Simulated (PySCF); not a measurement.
# How methods differ on the excitation energy of Ni

Ni [Ar] 3d8 4s2 (3F) → Ni [Ar] 3d7 4s2 4p1 (high-spin determinant), as a difference of total energies. Computed with PySCF 2.14 in aug-cc-pVDZ (7s6p4d2f, 59 functions), with no relativity, point nucleus. Correlated levels: valence: [Ar] frozen. The calculations carry no spin-orbit coupling.

```csv
method,excitation energy (cm⁻¹)
UHF,52986
LDA,74759
PBE,72353
PBE0,68477
r2SCAN,70456
M06,75069
LC-wPBE,69443
revPBE,71942
B97-3,69818
MP2 (valence),67318
SCS-MP2 (valence),66841
```

A first-order spin-orbit estimate (lowest level to lowest level, LS coupling) adds 0.009 eV.

The upper state lies above the first ionisation limit, but in LS coupling its spin forbids autoionisation to the ground ion.

The determinant of the upper state mixes LS terms, which raises its energy above the lowest term, most at the Hartree-Fock and MP2 levels.
